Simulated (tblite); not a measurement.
A structure optimised at GFN2-xTB (Å):
```
atom  x, y, z in Å
C1    -1.1818   -1.5322   -0.7446
C2    -1.1100   -0.1802   -0.1495
C3    -2.0133    0.8099   -0.8908
C4    -1.4622   -0.2002    1.3344
N5     0.2837    0.2665   -0.3170
Si6    1.6297   -0.0752    0.6976
C7     3.1359    0.6052   -0.2276
H8    -1.2706   -1.6414   -1.8095
H9    -0.8098   -2.3692   -0.1851
H10   -3.0554    0.5214   -0.7811
H11   -1.8779    1.8097   -0.4860
H12   -1.7704    0.8269   -1.9514
H13   -1.3024    0.7820    1.7694
H14   -0.8405   -0.9185    1.8599
H15   -2.5047   -0.4805    1.4603
H16    0.4822    0.4290   -1.2943
H17    1.8473   -1.5059    0.9796
H18    1.4499    0.6334    1.9712
H19    4.0305    0.4722    0.3701
H20    3.2967    0.0979   -1.1738
H21    3.0342    1.6660   -0.4322
```

Doublet state.

(1) Which heavy atoms are bonded, and with what formal order?

(2) Write the SMILES.

(3) What is the point group of this geometry?

(4) Describe the place of each heavy atom.

(5) What is the arrangement about C3?

(6) What is the arrangement about C2?

Answers

(1) C1–C2 1.48 Å (single); C2–C3 1.53 Å (single); C2–C4 1.53 Å (single); C2–N5 1.47 Å (single); N5–Si6 1.72 Å (single); Si6–C7 1.89 Å (single). Bonds to hydrogen (Å): C1–H8 1.07; C1–H9 1.07; C3–H10 1.09; C3–H11 1.09; C3–H12 1.09; C4–H13 1.09; C4–H14 1.09; C4–H15 1.09; N5–H16 1.01; Si6–H17 1.47; Si6–H18 1.47; C7–H19 1.08; C7–H20 1.09; C7–H21 1.09.

(2) `[CH2]C(C)(C)N[SiH2]C`, C5H14NSi.

(3) C1 (no symmetry element, even within 0.4 Å).

(4) C1: carbon bonded to C and 2 H; C2: carbon bonded to 3 C and N; C3/C4: carbon bonded to C and 3 H; N5: nitrogen bonded to C, Si and H; Si6: silicon bonded to C, N and 2 H; C7: carbon bonded to Si and 3 H.

(5) It has 4 neighbours (C2, H10, H11, H12) and is tetrahedral (angles from 108.5° to 110.5°).

(6) It has 4 neighbours (C1, C3, C4, N5) and is tetrahedral (angles from 106.1° to 111.6°).

These are computed values.
